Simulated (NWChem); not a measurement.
System: C$_{4}$H$_{7}$N; SMILES CCCC#N

Input file for NWChem:

```
start job
memory heap 200 mb stack 900 mb global 1100 mb
geometry units angstroms noautoz
  C     -0.000977     2.299025     0.000000
  C     -0.530494     0.866231     0.000000
  C      0.609487    -0.172359     0.000000
  C      0.137369    -1.556420     0.000000
  N     -0.266179    -2.656031     0.000000
  H     -0.831427     3.032166     0.000000
  H      0.624026     2.500725     0.894604
  H      0.624026     2.500725    -0.894604
  H     -1.174766     0.691741    -0.887067
  H     -1.174766     0.691741     0.887067
  H      1.262473    -0.026507     0.888292
  H      1.262473    -0.026507    -0.888292
end
basis spherical
  * library 6-31g*
end
dft
  xc hfexch
  iterations 150
  mulliken
end
task dft energy
```

Geometry: optimised at PBE-D3(BJ)/def2-SVP.

### Question
Predict the main results of this run. (Hartree-Fock/6-31G* (spherical d).) Quantities: basis functions; energy (Ha); highest occupied level (eV); orbital gap (eV); dipole (D).

### Answer
```yaml
number_of_basis_functions: 84
energy (Ha): -209.99
highest occupied level (eV): -12.10
orbital gap (eV): 17.24
dipole (D): 4.32
```
